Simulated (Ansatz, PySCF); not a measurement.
Noncovalent pair: CH5N (SMILES CN) (first 7 atoms) with CH2F2 (SMILES FCF); geometry from B3LYP-D3(BJ)/def2-TZVP, rigid monomers moved along the line of their centres of mass till N2···H11 is 3.27 Å.
(charge 0, multiplicity 1):
| atom | x (Å) | y (Å) | z (Å) |
|---|---|---|---|
| C | -0.2824 | -0.6010 | -0.1669 |
| N | 0.2592 | 0.6147 | 0.4471 |
| H | -1.0306 | -1.0330 | 0.4979 |
| H | 0.5184 | -1.3339 | -0.2768 |
| H | -0.7424 | -0.4519 | -1.1518 |
| H | -0.4697 | 1.3086 | 0.5660 |
| H | 0.9680 | 1.0322 | -0.1441 |
| F | -1.1503 | -1.2901 | 4.1925 |
| C | -0.0369 | -0.5691 | 4.5359 |
| F | -0.4313 | 0.4530 | 5.3529 |
| H | 0.3939 | -0.1514 | 3.6250 |
| H | 0.6299 | -1.2228 | 5.1010 |

Counterpoise-corrected where a basis set is named; no monomer relaxation. Rows marked so take none.

Frozen-core correlation. Rows in STO-3G carry no dispersion term and start afresh at each structure.

Programs: Ansatz (Gaussian basis) for Hartree–Fock, density functionals and correlated methods; PySCF for STO-3G rows, the dispersion terms. Values without a source in brackets are computed.

### Question
Estimate the interaction energy that HF/STO-3G (no counterpoise) returns for this input.

### Answer
-38 meV

### Question
Estimate the interaction energy that r2SCAN-D3(BJ)/def2-TZVPPD returns for this input.

### Answer
-79 meV

### Question
What is the computed interaction energy (CCSD(T)/aug-cc-pVDZ)?

### Answer
-83 meV

Ansatz is a program for electronic structure.
